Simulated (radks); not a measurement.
Spherical quantum dot in the effective-mass picture: electrons in a parabolic well V = omega^2 r^2 / 2 with omega = 3.24, with a point charge +1 (a donor) at the centre, all in effective atomic units (hartree* = m*/eps^2 hartree, bohr* = eps/m* bohr), one dielectric constant everywhere. Method: non-relativistic Kohn-Sham, PBE, spin-polarised, spherical densities; computed with a radial shooting solver with Libxc functionals. Levels are named by radial order and angular momentum (1s, 1p, 1d, 2s, ...), and open shells are averaged over m. Results are scaled to m* = 0.111 and eps = 6.5, for which hartree* = 71.49 meV and bohr* = 3.099 nm.

N = 28, configuration 1s2 1p6 1d10 2s2 1f(up 7, down 1). This is the lowest configuration that the search found. Occupied and some empty levels:

level    occupation  eigenvalue (meV)  <r> (nm)
1s up             1            1908.9     2.314
1s down           1            1911.9     2.283
1p up             3            2068.0     3.250
1p down           3            2075.1     3.222
2s up             1            2197.5     3.373
2s down           1            2205.2     3.381
1d up             5            2215.6     3.823
1d down           5            2225.2     3.807
1f up             7            2369.5     4.258
1f down           1            2380.3     4.253
2p up             0            2386.8     3.816
2p down           0            2393.8     3.829
1g up             0            2531.5     4.621
1g down           0            2542.6     4.625
2d up             0            2565.3     4.242
2d down           0            2572.1     4.252

Energy (meV): total 41258.0, kinetic 7621.4, external 14313, Hartree 21117, exchange-correlation -1793.8.

Electron density:

r (nm)  n(r) (e/nm^3)
0.543          0.1273
1.12          0.08325
1.71          0.06384
2.29          0.06272
2.87          0.06601
3.46          0.06154
4.04          0.04663
4.62          0.02768
5.20          0.01253
5.78         0.004306
6.36         0.001127
6.95        0.0002237
7.53       0.00003370
